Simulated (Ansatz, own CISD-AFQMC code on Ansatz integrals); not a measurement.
C3H2, SMILES `[C]=C=C` (charge 0, multiplicity 1).

Cartesian coordinates (Å):
SMILES: C(=C)=[C]
```xyz
5

C      2.0278     0.0366    -0.1956
C      0.7577     0.0155    -0.0251
C     -0.5493    -0.0060     0.1512
H     -1.1509     0.8964     0.0625
H     -1.0764    -0.9270     0.3921
```
Charge 0, multiplicity 1.

Frozen-core energies in cc-pVDZ from Ansatz (an electronic-structure program) at a geometry from PBE0-D3(BJ)/def2-TZVP; the HF reference has <S^2> = 0.00 (restricted, and unstable towards unrestricted orbitals) and the T1 diagnostic is 0.018.

```
level  energy (Ha)
-----  -----------
HF      -114.60356
MP2     -114.95590
CCSD    -114.98893
```

**Question.** Estimate the energies of CCSD(T), CCSDT, CCSDT(Q), phaseless AFQMC, CISD trial (own CISD-AFQMC code on Ansatz integrals; ±0.40 mHa) and CCSDTQ, and give each level's difference from CCSDTQ.

**Answer.** 
```tsv
level	energy (Ha)	difference from CCSDTQ (mHa)
MP2	-114.95590	53.94
CCSD	-114.98893	20.91
CCSD(T)	-115.00728	2.56
CCSDT	-115.00837	1.48
CCSDT(Q)	-115.00997	-0.12
phaseless AFQMC, CISD trial (own CISD-AFQMC code on Ansatz integrals; ±0.40 mHa)	-115.00923	0.61
CCSDTQ	-115.00984	0.00
```
